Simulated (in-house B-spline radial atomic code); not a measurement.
## How G0W0 and RPA depend on the start: Tl8+

Configuration [Xe] 4f14 5d5, highest spin. Computed with a B-spline radial code for spherical atoms: all electrons, scalar-relativistic (spin-free one-electron X2C), finite nucleus, each spin shell either full or empty, empty states to l = 9 with an (l + 1/2)⁻⁴ tail; G0W0 by contour deformation at full frequency.

Without the two-electron picture change, the correlation of inner shells comes somewhat too large for so heavy an element.

```tsv
start	mean-field 5d up (eV)	G0W0 (eV)	QP weight	RPA correlation (Eh)
Hartree-Fock	-139.83	-140.43	0.981	-6.2897
LDA VWN5	-130.12	-140.33	0.971	-6.6652
PBE	-130.07	-140.29	0.971	-6.6596
PBE0	-132.82	-140.30	0.975	-6.5602
r2SCAN	-130.88	-140.23	0.973	-6.5923
HSE06	-132.36	?	?	?
B3LYP (VWN-RPA)	-132.05	-140.35	0.974	-6.5814
SCAN	-130.88	-140.19	0.973	-6.5946
TPSS	-130.17	-140.31	0.971	-6.6447
BHandHLYP	-135.14	-140.38	0.977	-6.4669
CAM-B3LYP	-133.98	-140.41	0.976	-6.5541
LC-wPBE	-135.38	?	?	?
wB97X	-135.02	-140.26	0.977	-6.5447
PBEsol	-130.05	-140.29	0.971	-6.6618
BLYP	-129.66	-140.34	0.970	-6.6611
r2SCAN0	-133.39	-140.26	0.976	-6.5138
LDA exchange-only	-128.61	-140.46	0.970	-6.6648
```

**Question.** What G0W0 level, weight and RPA correlation energy follow from the LC-wPBE start?

**Answer.** G0W0 level -140.43 eV, weight 0.977, RPA correlation -6.5757 hartree.

**Question.** What G0W0 level, weight and RPA correlation energy follow from the HSE06 start?

**Answer.** G0W0 level -140.32 eV, weight 0.974, RPA correlation -6.5648 hartree.

**Question.** How much of the dependence on the start does G0W0 remove?

**Answer.** The mean-field levels span 11.2 eV and the G0W0 levels 0.271 eV. Against 135 ± 2.2 eV (NIST, tabulated theory) the G0W0 removal energies are off by +5.19 to +5.46 eV, with spin-orbit coupling, Breit and QED terms left out.
